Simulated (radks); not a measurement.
P, configuration [Ne] 3s2 3p2 5p1 (not the ground configuration). Calculated with a radial shooting solver on a logarithmic mesh with Libxc functionals: non-relativistic Kohn-Sham, TPSS, spin-polarised, spherical densities, point nucleus; open shells are filled with parallel spins first; meta-GGA in the generalised Kohn-Sham scheme.

Unscreened Slater integrals over Kohn-Sham orbitals (hartree). They are taken over the spin-up orbitals.

F0(5p,5p): 0.056332
F2(5p,5p): 0.030860
F0(5p,3p): 0.079062
F2(5p,3p): 0.0080930
G0(5p,3p): 0.0020074
G2(5p,3p): 0.0024519
F0(5p,3s): 0.079587
G1(5p,3s): 0.0029149
F0(5p,2p): 0.082296
F2(5p,2p): 0.0021821
G0(5p,2p): 0.00082937
G2(5p,2p): 0.00083452
F0(3p,3p): 0.42785
F2(3p,3p): 0.21789
F0(3p,3s): 0.45746
G1(3p,3s): 0.30330
F0(3p,2p): 0.58140
F2(3p,2p): 0.091153
G0(3p,2p): 0.036447
G2(3p,2p): 0.035643
F0(3s,3s): 0.49433
F0(3s,2p): 0.65512
G1(3s,2p): 0.045400
F0(2p,2p): 1.8935
F2(2p,2p): 0.87290

Derived for the open shells (J is the average intra-shell exchange parameter used in DFT+U). 3p: J = F2/5 = 0.04358 hartree; in LS coupling 1D lies 6 F2/25 = 0.05229 hartree above 3P. 5p: J = F2/5 = 0.006172 hartree.
